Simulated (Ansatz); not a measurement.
Ansatz (a program for electronic structure) input for Al(SeH)3 (AlH₃Se₃), SMILES [SeH][Al]([SeH])[SeH], B3LYP-D3(BJ)/def2-SVP. 

Ansatz 0.2 input:
```yaml
crystal:
  periodic: [false, false, false]
  atoms:
    - {symbol: Al, position_ang: [-0.02253394, 0.02268451, -0.00686593]}
    - {symbol: Se, position_ang: [-2.23769834, -0.63715247, -0.00810179]}
    - {symbol: H, position_ang: [-1.84735065, -1.97643341, 0.36796876]}
    - {symbol: Se, position_ang: [0.55777461, 2.22578068, -0.42864245]}
    - {symbol: H, position_ang: [1.92554673, 1.88557249, -0.74966014]}
    - {symbol: Se, position_ang: [1.60878649, -1.57697525, 0.43030790]}
    - {symbol: H, position_ang: [2.63341112, -0.60023838, 0.68978403]}
basis:
  gaussian:
    orbitals: def2-SVP
hamiltonian:
  xc: b3lyp
  dispersion: d3bj
relax: {f_tol: 0.002, max_steps: 200}
```

Program output:

```
WARN ansatz: RAYON_NUM_THREADS=1 ignored (pool sized by the plan → 1); use --threads N
Functional definition: B3LYP
integrals: 0.09 GiB planned
1328 factors; integrals over basis functions are off by at most 2.8e-4 eV
mean field: 1.01 GiB planned
mean field evaluation 1: about -202674.7982 eV, gradient 1.7e1 eV
mean field evaluation 2: about -202674.8614 eV, gradient 1.5e1 eV
mean field evaluation 4: about -202675.6492 eV, gradient 4.7e-1 eV
mean field evaluation 8: about -202675.6514 eV, gradient 2.4e-2 eV
mean field -202675.65141143 eV, -7448.1928108794 hartree, gradient 2.0e-5 eV, S^2 0.000000; 0 other end points of the search recorded, 0 dependent functions left out
the calculation of the forces begins
reference -202675.65165298 eV, -7448.1928197562 hartree; 59, 59 occupied and 70, 70 virtual orbitals, 1328 factors
relax step   1: F+E_penalty+E_count = -202676.11516228 eV  Δ(F+E_penalty+E_count) = +0.000e0 eV  max|allowed force component| = 7.436e-1 eV/Å  Δτ_max = 0.0000 Å  (25 SCF iters, accepted)
these checks for a lower state are left out or cut short: starts, cluster_reference, orbital_swaps, neighbouring_geometries, increment
integrals: 0.09 GiB planned
1328 factors; integrals over basis functions are off by at most 2.7e-4 eV
mean field: 1.01 GiB planned
mean field evaluation 16: about -202675.6700 eV, gradient 4.8e0 eV
mean field -202675.69474784 eV, -7448.1944034631 hartree, gradient 4.1e-5 eV, S^2 0.000000; 0 other end points of the search recorded, 0 dependent functions left out
the calculation of the forces begins
reference -202675.69498929 eV, -7448.1944123363 hartree; 59, 59 occupied and 70, 70 virtual orbitals, 1328 factors
relax step   2: F+E_penalty+E_count = -202676.15703185 eV  Δ(F+E_penalty+E_count) = -4.187e-2 eV  max|allowed force component| = 1.721e-1 eV/Å  Δτ_max = 0.0509 Å  (24 SCF iters, accepted)
these checks for a lower state are left out or cut short: starts, cluster_reference, orbital_swaps, neighbouring_geometries, increment
integrals: 0.09 GiB planned
1328 factors; integrals over basis functions are off by at most 2.7e-4 eV
mean field: 1.01 GiB planned
mean field -202675.70450787 eV, -7448.1947621374 hartree, gradient 3.0e-5 eV, S^2 0.000000; 0 other end points of the search recorded, 0 dependent functions left out
the calculation of the forces begins
reference -202675.70474994 eV, -7448.1947710334 hartree; 59, 59 occupied and 70, 70 virtual orbitals, 1328 factors
relax step   3: F+E_penalty+E_count = -202676.16471224 eV  Δ(F+E_penalty+E_count) = -7.680e-3 eV  max|allowed force component| = 8.222e-2 eV/Å  Δτ_max = 0.0487 Å  (25 SCF iters, accepted)
these checks for a lower state are left out or cut short: starts, cluster_reference, orbital_swaps, neighbouring_geometries, increment
integrals: 0.09 GiB planned
1328 factors; integrals over basis functions are off by at most 2.7e-4 eV
mean field: 1.01 GiB planned
mean field -202675.70566599 eV, -7448.1948046976 hartree, gradient 2.6e-5 eV, S^2 0.000000; 0 other end points of the search recorded, 0 dependent functions left out
the calculation of the forces begins
reference -202675.70590799 eV, -7448.1948135910 hartree; 59, 59 occupied and 70, 70 virtual orbitals, 1328 factors
relax step   4: F+E_penalty+E_count = -202676.16633735 eV  Δ(F+E_penalty+E_count) = -1.625e-3 eV  max|allowed force component| = 4.368e-2 eV/Å  Δτ_max = 0.0127 Å  (25 SCF iters, accepted)
these checks for a lower state are left out or cut short: starts, cluster_reference, orbital_swaps, neighbouring_geometries, increment
integrals: 0.09 GiB planned
1328 factors; integrals over basis functions are off by at most 2.7e-4 eV
mean field: 1.01 GiB planned
mean field evaluation 32: about -202675.7014 eV, gradient 3.6e-1 eV
mean field -202675.70628771 eV, -7448.1948275457 hartree, gradient 2.5e-5 eV, S^2 0.000000; 0 other end points of the search recorded, 0 dependent functions left out
the calculation of the forces begins
reference -202675.70653017 eV, -7448.1948364557 hartree; 59, 59 occupied and 70, 70 virtual orbitals, 1328 factors
relax step   5: F+E_penalty+E_count = -202676.16691814 eV  Δ(F+E_penalty+E_count) = -5.808e-4 eV  max|allowed force component| = 6.701e-2 eV/Å  Δτ_max = 0.2000 Å  (27 SCF iters, accepted)
these checks for a lower state are left out or cut short: starts, cluster_reference, orbital_swaps, neighbouring_geometries, increment
integrals: 0.09 GiB planned
1328 factors; integrals over basis functions are off by at most 2.7e-4 eV
mean field: 1.01 GiB planned
mean field -202675.70945940 eV, -7448.1949441030 hartree, gradient 3.5e-5 eV, S^2 0.000000; 0 other end points of the search recorded, 0 dependent functions left out
the calculation of the forces begins
reference -202675.70970205 eV, -7448.1949530203 hartree; 59, 59 occupied and 70, 70 virtual orbitals, 1328 factors
relax step   6: F+E_penalty+E_count = -202676.16933794 eV  Δ(F+E_penalty+E_count) = -2.420e-3 eV  max|allowed force component| = 2.960e-2 eV/Å  Δτ_max = 0.0386 Å  (24 SCF iters, accepted)
these checks for a lower state are left out or cut short: starts, cluster_reference, orbital_swaps, neighbouring_geometries, increment
integrals: 0.09 GiB planned
1328 factors; integrals over basis functions are off by at most 2.7e-4 eV
mean field: 1.01 GiB planned
mean field -202675.71035237 eV, -7448.1949769192 hartree, gradient 7.0e-6 eV, S^2 0.000000; 0 other end points of the search recorded, 0 dependent functions left out
the calculation of the forces begins
reference -202675.71059486 eV, -7448.1949858304 hartree; 59, 59 occupied and 70, 70 virtual orbitals, 1328 factors
relax step   7: F+E_penalty+E_count = -202676.17057845 eV  Δ(F+E_penalty+E_count) = -1.241e-3 eV  max|allowed force component| = 1.374e-2 eV/Å  Δτ_max = 0.0870 Å  (27 SCF iters, accepted)
these checks for a lower state are left out or cut short: starts, cluster_reference, orbital_swaps, neighbouring_geometries, increment
integrals: 0.09 GiB planned
1328 factors; integrals over basis functions are off by at most 2.7e-4 eV
mean field: 1.01 GiB planned
mean field -202675.70993562 eV, -7448.1949616036 hartree, gradient 6.8e-5 eV, S^2 0.000000; 0 other end points of the search recorded, 0 dependent functions left out
the calculation of the forces begins
reference -202675.71017780 eV, -7448.1949705038 hartree; 59, 59 occupied and 70, 70 virtual orbitals, 1328 factors
relax step   8: F+E_penalty+E_count = -202676.16991487 eV  Δ(F+E_penalty+E_count) = +6.636e-4 eV  max|allowed force component| = 3.406e-2 eV/Å  Δτ_max = 0.0576 Å  (23 SCF iters, rejected (line search))
these checks for a lower state are left out or cut short: starts, cluster_reference, orbital_swaps, neighbouring_geometries, increment
integrals: 0.09 GiB planned
1328 factors; integrals over basis functions are off by at most 2.7e-4 eV
mean field: 1.01 GiB planned
mean field -202675.71086338 eV, -7448.1949956981 hartree, gradient 2.8e-5 eV, S^2 0.000000; 0 other end points of the search recorded, 0 dependent functions left out
the calculation of the forces begins
reference -202675.71110583 eV, -7448.1950046080 hartree; 59, 59 occupied and 70, 70 virtual orbitals, 1328 factors
relax step   9: F+E_penalty+E_count = -202676.17098787 eV  Δ(F+E_penalty+E_count) = -4.094e-4 eV  max|allowed force component| = 2.249e-2 eV/Å  Δτ_max = 0.0277 Å  (24 SCF iters, accepted)
these checks for a lower state are left out or cut short: starts, cluster_reference, orbital_swaps, neighbouring_geometries, increment
integrals: 0.09 GiB planned
1328 factors; integrals over basis functions are off by at most 2.7e-4 eV
mean field: 1.01 GiB planned
mean field evaluation 64: about -202675.7107 eV, gradient 1.3e-5 eV
mean field -202675.71074655 eV, -7448.1949914050 hartree, gradient 1.3e-5 eV, S^2 0.000000; 0 other end points of the search recorded, 0 dependent functions left out
the calculation of the forces begins
reference -202675.71098898 eV, -7448.1950003140 hartree; 59, 59 occupied and 70, 70 virtual orbitals, 1328 factors
relax step  10: F+E_penalty+E_count = -202676.17100762 eV  Δ(F+E_penalty+E_count) = -1.975e-5 eV  max|allowed force component| = 2.132e-2 eV/Å  Δτ_max = 0.0037 Å  (22 SCF iters, accepted)
these checks for a lower state are left out or cut short: starts, cluster_reference, orbital_swaps, neighbouring_geometries, increment
integrals: 0.09 GiB planned
1328 factors; integrals over basis functions are off by at most 2.7e-4 eV
mean field: 1.01 GiB planned
mean field -202675.71085644 eV, -7448.1949954431 hartree, gradient 2.4e-5 eV, S^2 0.000000; 0 other end points of the search recorded, 0 dependent functions left out
the calculation of the forces begins
reference -202675.71109883 eV, -7448.1950043510 hartree; 59, 59 occupied and 70, 70 virtual orbitals, 1328 factors
relax step  11: F+E_penalty+E_count = -202676.17100824 eV  Δ(F+E_penalty+E_count) = -6.194e-7 eV  max|allowed force component| = 1.553e-2 eV/Å  Δτ_max = 0.0122 Å  (22 SCF iters, accepted)
these checks for a lower state are left out or cut short: starts, cluster_reference, orbital_swaps, neighbouring_geometries, increment
integrals: 0.09 GiB planned
1328 factors; integrals over basis functions are off by at most 2.7e-4 eV
mean field: 1.01 GiB planned
mean field -202675.71076074 eV, -7448.1949919264 hartree, gradient 2.6e-5 eV, S^2 0.000000; 0 other end points of the search recorded, 0 dependent functions left out
the calculation of the forces begins
reference -202675.71100308 eV, -7448.1950008320 hartree; 59, 59 occupied and 70, 70 virtual orbitals, 1328 factors
relax step  12: F+E_penalty+E_count = -202676.17108918 eV  Δ(F+E_penalty+E_count) = -8.093e-5 eV  max|allowed force component| = 4.193e-3 eV/Å  Δτ_max = 0.0100 Å  (25 SCF iters, accepted)
these checks for a lower state are left out or cut short: starts, cluster_reference, orbital_swaps, neighbouring_geometries, increment
integrals: 0.09 GiB planned
1328 factors; integrals over basis functions are off by at most 2.7e-4 eV
mean field: 1.01 GiB planned
mean field -202675.71076353 eV, -7448.1949920289 hartree, gradient 1.6e-5 eV, S^2 0.000000; 0 other end points of the search recorded, 0 dependent functions left out
the calculation of the forces begins
reference -202675.71100585 eV, -7448.1950009341 hartree; 59, 59 occupied and 70, 70 virtual orbitals, 1328 factors
relax step  13: F+E_penalty+E_count = -202676.17109367 eV  Δ(F+E_penalty+E_count) = -4.488e-6 eV  max|allowed force component| = 3.033e-3 eV/Å  Δτ_max = 0.0032 Å  (22 SCF iters, accepted)
these checks for a lower state are left out or cut short: starts, cluster_reference, orbital_swaps, neighbouring_geometries, increment
integrals: 0.09 GiB planned
1328 factors; integrals over basis functions are off by at most 2.7e-4 eV
mean field: 1.01 GiB planned
mean field -202675.71125495 eV, -7448.1950100883 hartree, gradient 2.7e-5 eV, S^2 0.000000; 0 other end points of the search recorded, 0 dependent functions left out
the calculation of the forces begins
reference -202675.71149735 eV, -7448.1950189964 hartree; 59, 59 occupied and 70, 70 virtual orbitals, 1328 factors
relax step  14: F+E_penalty+E_count = -202676.17094643 eV  Δ(F+E_penalty+E_count) = +1.472e-4 eV  max|allowed force component| = 4.148e-2 eV/Å  Δτ_max = 0.0038 Å  (22 SCF iters, rejected (line search))
these checks for a lower state are left out or cut short: starts, cluster_reference, orbital_swaps, neighbouring_geometries, increment
integrals: 0.09 GiB planned
1328 factors; integrals over basis functions are off by at most 2.7e-4 eV
mean field: 1.01 GiB planned
mean field -202675.71080295 eV, -7448.1949934774 hartree, gradient 6.7e-5 eV, S^2 0.000000; 0 other end points of the search recorded, 0 dependent functions left out
the calculation of the forces begins
reference -202675.71104526 eV, -7448.1950023823 hartree; 59, 59 occupied and 70, 70 virtual orbitals, 1328 factors
relax step  15: F+E_penalty+E_count = -202676.17109546 eV  Δ(F+E_penalty+E_count) = -1.790e-6 eV  max|allowed force component| = 7.143e-4 eV/Å  Δτ_max = 0.0019 Å  (19 SCF iters, accepted)
integrals: 0.09 GiB planned
1328 factors; integrals over basis functions are off by at most 2.7e-4 eV
mean field: 1.01 GiB planned
mean field evaluation 96: about -202674.9105 eV, gradient 1.5e1 eV
mean field -202675.71080295 eV, -7448.1949934774 hartree, gradient 6.7e-5 eV, S^2 0.000000; 1 other end points of the search recorded, 0 dependent functions left out
the calculation of the forces begins
reference -202675.71104526 eV, -7448.1950023823 hartree; 59, 59 occupied and 70, 70 virtual orbitals, 1328 factors
Total energy: -202676.17133777 eV, -7448.2119178200 hartree
Atom 0 at     0.014157    -0.014334    -0.038019 Å, force     0.000095     0.000714    -0.000398 eV/Å
Atom 1 at    -2.223909    -0.631762    -0.107345 Å, force    -0.000122     0.000020    -0.000052 eV/Å
Atom 2 at    -1.931083    -1.949913     0.491094 Å, force    -0.000157    -0.000277     0.000204 eV/Å
Atom 3 at     0.494595     2.212191    -0.502669 Å, force    -0.000096     0.000343    -0.000180 eV/Å
Atom 4 at     1.944075     1.946886    -0.593669 Å, force    -0.000287    -0.000471     0.000334 eV/Å
Atom 5 at     1.624078    -1.614644     0.469135 Å, force     0.000166    -0.000219     0.000055 eV/Å
Atom 6 at     2.696023    -0.605186     0.576264 Å, force     0.000400    -0.000110     0.000037 eV/Å
Dipole moment:     0.241370    -0.044710     0.052758 e Å
```

The calculation finished and met its thresholds.

Cost: roughly 90 core-seconds.
